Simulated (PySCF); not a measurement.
# C₆ coefficients of unlike pairs at MN15

Calculated with PySCF 2.14 from the dipole response of each species, C₆(A,B) = (3/π) ∫ α_A(iu) α_B(iu) du, in atomic units, from isotropic polarisabilities. For ions this is the dispersion term alone; charge-induced terms of lower order in 1/R come first.

```json
{"species": "Rb", "configuration": "[Kr] 5s1 (2S)", "basis": "aug-cc-pwCVTZ-X2C with one added diffuse shell each of s, p, d, f type (11s10p8d4f)", "relativity": "spin-free X2C", "α (bohr³)": "331.7", "C₆ (like pair)": "5241"}
{"species": "Bi⁺", "configuration": "[Xe] 4f14 5d10 6s2 6p2 (3P)", "basis": "aug-cc-pV5Z-PP with ECP60MDF (8s8p6d4f3g2h)", "relativity": "core potential", "α (bohr³)": "26.49", "C₆ (like pair)": "241.2"}
{"species": "Ca⁺", "configuration": "[Ar] 4s1 (2S)", "basis": "aug-cc-pwCVQZ-X2C (11s10p8d6f3g)", "relativity": "spin-free X2C", "α (bohr³)": "96.87", "C₆ (like pair)": "769.8"}
{"species": "Zn²⁺", "configuration": "[Ar] 3d10 (1S)", "basis": "aug-cc-pVQZ-PP with ECP10MDF (7s7p6d4f3g2h)", "relativity": "core potential", "α (bohr³)": "2.426", "C₆ (like pair)": "6.194"}
```

(1) Estimate C₆ for Ca⁺ with Rb.

No spin-orbit coupling is included, so Bi⁺, close to jj coupling, stand for model states.

The other pairs:

```json
{"pair": "Zn²⁺, Rb", "C₆": "84.27"}
{"pair": "Zn²⁺, Ca⁺", "C₆": "40.10"}
{"pair": "Ca⁺, Bi⁺", "C₆": "352.8"}
{"pair": "Bi⁺, Rb", "C₆": "783.9"}
{"pair": "Zn²⁺, Bi⁺", "C₆": "34.45"}
```

Answers

(1) The integral gives 1945. The combination rule 2 C_A C_B / (C_A α_B/α_A + C_B α_A/α_B) gives 1937 and the geometric mean 2009.
